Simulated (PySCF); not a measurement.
Computed shifts of a molecule C2H8O2Si, PySCF with PBE0/pcSseg-1, GIAO, gas phase, atoms alike by connectivity averaged where their shifts nearly agree, in ppm (number of nuclei): ²⁹Si: -8.5 (1). ¹³C: 9.4 (1), 9.3 (1). ¹H: 5.28 (1), 2.05 (1), 1.94 (1), 1.30 (3), 1.08 (1), 0.78 (1). References: ²⁹Si against TMS (σ = 352.7 ppm); ¹⁷O against H2O (σ = 334.2 ppm); ¹³C against TMS (σ = 186.3 ppm); ¹H against TMS (σ = 31.56 ppm), references at their B3LYP-D3(BJ)/def2-TZVP geometries, non-relativistic. Geometry optimised at PBE0-D3(BJ)/def2-SVP. One conformer was computed; it need not be the lowest.

Problem. Pick the molecule that these values belong to.
(A) CO[SiH2]OC
(B) OC[SiH2]CO
(C) CC[SiH](O)O
(D) OC[C@@H](O)[SiH3]

Solution. C, CC[SiH](O)O
